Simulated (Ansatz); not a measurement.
Consider the ligand exchange at the In–C bond: `[SiH3]O[CH](S)[InH2]` + HBr → `[Br][InH2]` + `[SiH3]OCS`.

Calculated with Ansatz (gas phase, PBE0-D4/def2-TZVP geometries, no zero-point term in ΔE). CBS: MP2 limit from def2 TZ/QZ plus the TZ coupled-cluster correction, frozen cores. Functionals use def2-TZVPP. def2 core potentials past Kr. For Br, In outer-core shells are correlated without core-valence functions, which leaves a few kJ/mol of doubt a bond. Scalar relativity is left out up to krypton. Each species was taken in one conformer, which may not be the lowest.

```
               species  PBE0-D4 energy (Eh)
`[SiH3]O[CH](S)[InH2]`           -995.02740
                   HBr          -2574.45906
          `[Br][InH2]`          -2765.22674
           `[SiH3]OCS`           -804.32240
```

(1) Work out ΔE.

Largest T1 diagnostic among the species: 0.014.

Answers

(1) ΔE = (-2765.22674) + (-804.32240) − (-995.02740) − (-2574.45906) = -0.06268 Eh = -1.71 eV. CCSD(T)/CBS gives -1.67 eV.

In def2-TZVPP, CCSD(T) changes the Hartree–Fock value by +0.58 eV (the triples alone add +0.09 eV) and MP2 by +0.59 eV. From PBE to PBE0 (25 % exact exchange), in def2-TZVPP and without D4, ΔE moves by −0.12 eV.
